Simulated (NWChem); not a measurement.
System: 1,1-difluoroethane (C2H4F2); SMILES FC(C)F

The following NWChem deck was run.

```
start job
memory heap 200 mb stack 900 mb global 1100 mb
geometry units angstroms noautoz
  C     -0.113080     1.366535     0.000000
  C      0.350818    -0.060260     0.000000
  F     -0.122764    -0.705529    -1.092215
  F     -0.122764    -0.705529     1.092215
  H     -1.212214     1.387995     0.000000
  H      0.256316     1.886308    -0.894476
  H      0.256316     1.886308     0.894476
  H      1.451454    -0.162517     0.000000
end
basis spherical
  * library def2-svp
end
dft
  xc r2scan0
  iterations 150
  mulliken
end
task dft energy
```

The geometry was optimised at PBE0/def2-SVP.

Task: What results follow from this input? (r2SCAN0/def2-SVP.) Quantities: energy (Ha); highest occupied level (eV); orbital gap (eV); dipole (D).

Result: 
| Property | Value |
|---|---|
| energy (Ha) | -277.93 |
| highest occupied level (eV) | -9.75 |
| orbital gap (eV) | 12.41 |
| dipole (D) | 2.17 |
